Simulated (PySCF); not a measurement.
# Excitation energy of Ne⁺ by level of theory

Ne⁺ [He] 2s2 2p5 (2P) → Ne⁺ [He] 2s1 2p5 3d1 (high-spin determinant), as a difference of total energies. All numbers are calculated (PySCF 2.14, the spin-free X2C one-electron Hamiltonian (Gaussian nucleus), in x2c-QZVPPall with one added diffuse shell each of s, p, d, f type (8s5p4d3f1g, 73 functions)). Correlated levels: valence: 1s2 frozen; valence and next inner shell: nothing frozen. The calculations carry no spin-orbit coupling.

| method | excitation energy (eV) |
| --- | --- |
| UHF | 65.067 |
| LDA | 62.041 |
| PBE | 61.871 |
| PBE0 | 62.963 |
| r2SCAN | 63.386 |
| PBEsol | 61.835 |
| wB97X | 63.280 |
| CAM-B3LYP | 63.014 |
| PW91 | 61.953 |
| MP2 (valence) | 65.265 |
| SCS-MP2 (valence) | 65.233 |
| MP2 (valence and next inner shell) | 65.229 |
| SCS-MP2 (valence and next inner shell) | 65.207 |

Q: How much does correlation contribute at MP2 (valence and next inner shell)?

A: 65.229 − (65.067) = 0.162 eV, measured against UHF.

The upper state lies above the first ionisation limit, where it may autoionise and the basis confines it. A Rydberg-like electron needs more diffuse functions than a valence basis has.

The promoted electron is Rydberg-like, and one or two diffuse shells describe it only roughly, which tends to raise the upper state.

In the upper state the promoted electron has a positive orbital energy at LDA, PBE, PBE0, r2SCAN, PBEsol, PW91, so the basis confines it.

The determinant of the upper state mixes LS terms, which raises its energy above the lowest term, most at the Hartree-Fock and MP2 levels.
